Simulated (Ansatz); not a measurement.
System: BiF$_{3}$, charge 1, multiplicity 2. 
Coordinates optimised at B3LYP-D3(BJ)/def2-TZVP (Ansatz, a quantum-chemistry and plane-wave program):
```xyz
4

Bi     0.0017     0.0009     0.1924
F     -1.4567    -1.0990    -0.5735
F     -0.2286     1.8023    -0.5984
F      1.6699    -0.7120    -0.6026
```
Charge +1, spin multiplicity 2.

Basis-set convergence of Hartree-Fock and CCSD(T) correlation energies (hartree) with Ansatz. Cores are frozen in the correlated levels unless marked. Open shells are spin-unrestricted. No spin-orbit coupling. The frozen core is the preceding noble-gas configuration, with the filled d and f shells of earlier blocks. In def2 rows, elements after Kr have scalar-relativistic effective core potentials.

| basis | functions | E(HF) | E(corr, CCSD(T)) |
|---|---|---|---|
| def2-SVP | 68 | -511.22022 | -0.67425 |
| def2-TZVPP | 143 | ___ | ___ |

**Question.** What belongs in the gaps?

**Answer.** 
- def2-TZVPP, E(HF): -511.63361
- def2-TZVPP, E(corr, CCSD(T)): -0.89367
